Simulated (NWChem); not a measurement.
## How basis sets differ on C3H2ClF3 (SMILES F/C(Cl)=C\C(F)F)

The species is C3H2ClF3 (9 atoms), meant as a singlet with charge 0. SMILES: `F/C(Cl)=C\C(F)F`. The shape is that of a PBE0-D4/def2-TZVP optimisation. This is one conformer, not always the lowest.

Quantity: the HOMO–LUMO gap, in eV. The values are calculated.

```tsv
level	kind	program	value (eV)	CPU time
HF/STO-3G	Hartree–Fock	NWChem	15.84	3.7 s
HF/3-21G	Hartree–Fock	NWChem	14.56	4.9 s
HF/def2-SVP	Hartree–Fock	NWChem	14.47	24 s
HF/6-31+G* (spherical functions)	Hartree–Fock	NWChem	12.80	68 s
```

The values span 12.80 to 15.84 eV. A Hartree–Fock LUMO above zero doesn't converge with the basis: it sinks as sets grow more diffuse. Orbital gaps aren't excitation energies. CPU times are rough (shared hosts, several kinds of processor and program).
